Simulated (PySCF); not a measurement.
The vertical singlet excitations below were computed for one of the candidates. Level of theory: TDDFT CAM-B3LYP/def2-SVPD, vertical, gas phase, core orbitals frozen in the response (PySCF 2.14.0, density-fitted response routines). Geometries: GFN2-xTB, one conformer each.

```json
{"state": "S1", "E (eV)": "6.14", "f": "0.026", "main configurations (H = HOMO, L = LUMO)": "H→L (89%)"}
{"state": "S2", "E (eV)": "6.66", "f": "0.012", "main configurations (H = HOMO, L = LUMO)": "H-1→L (31%), H→L+2 (28%), H-2→L (16%)"}
{"state": "S3", "E (eV)": "6.82", "f": "0.0014", "main configurations (H = HOMO, L = LUMO)": "H-1→L (58%), H-2→L (18%), H→L+2 (8%)"}
{"state": "S4", "E (eV)": "6.94", "f": "0.044", "main configurations (H = HOMO, L = LUMO)": "H→L+1 (53%), H→L+4 (14%), H→L+2 (11%)"}
{"state": "S5", "E (eV)": "7.15", "f": "0.013", "main configurations (H = HOMO, L = LUMO)": "H→L+3 (59%), H-2→L+3 (13%)"}
{"state": "S6", "E (eV)": "7.47", "f": "0.0033", "main configurations (H = HOMO, L = LUMO)": "H→L+2 (24%), H→L+4 (19%), H-1→L+1 (12%)"}
{"state": "S7", "E (eV)": "7.51", "f": "0.0062", "main configurations (H = HOMO, L = LUMO)": "H-1→L+2 (32%), H-3→L (23%)"}
{"state": "S8", "E (eV)": "7.69", "f": "0.047", "main configurations (H = HOMO, L = LUMO)": "H-1→L+1 (54%), H-1→L+2 (10%)"}
```

Orbital energies (eV): HOMO-3 -10.80, HOMO-2 -10.04, HOMO-1 -9.66, HOMO -8.97, LUMO 0.35, LUMO+1 0.89, LUMO+2 0.96.

Question: Which candidate is it? All have the formula CH12OSi4.
A. `C[Si@@H]([SiH3])O[SiH2][SiH3]`
B. `[SiH3]C([SiH3])([SiH3])[SiH2]O`
C. `C[SiH2][Si@H](O)[SiH2][SiH3]`

Answer: A. Its S1 lies at 6.14 eV; the nearest of the others has S1 at 5.45 eV. S1 is HOMO→LUMO (89%). Löwdin shares by element: HOMO silicon 41% or more, oxygen 22% (atoms not listed hold the other 37%); LUMO silicon 61% (atoms not listed hold the other 39%). At the same level the other candidates give, for their lowest levels:
- `C[SiH2][Si@H](O)[SiH2][SiH3]`: 5.45 eV (f 0.004); 6.11 eV (f 0.090); 6.48 eV (f 0.060); 6.82 eV (f 0.010); 6.87 eV (f 0.190); T1 4.92 eV; HOMO -8.69, LUMO 0.00 eV
- `O[SiH2]C([SiH3])([SiH3])[SiH3]`: 7.14 eV (f 0.001); 7.40 eV (f 0.017); 7.67 eV (f 0.001); 7.71 eV (f 0.011); 7.97 eV (f 0.026); T1 6.81 eV; HOMO -9.94, LUMO 0.49 eV

Shape of the structure used: `[CH3:1][Si@@H:2]([SiH3:3])[O:4][SiH2:5][SiH3:6]`: C1–Si2–O4–Si5 -54°, Si2–O4–Si5–Si6 95°.
Triplets come from the Tamm–Dancoff approximation.

Without π bonds the low states are Rydberg-like; a valence basis with one diffuse set may place them up to an eV too high.
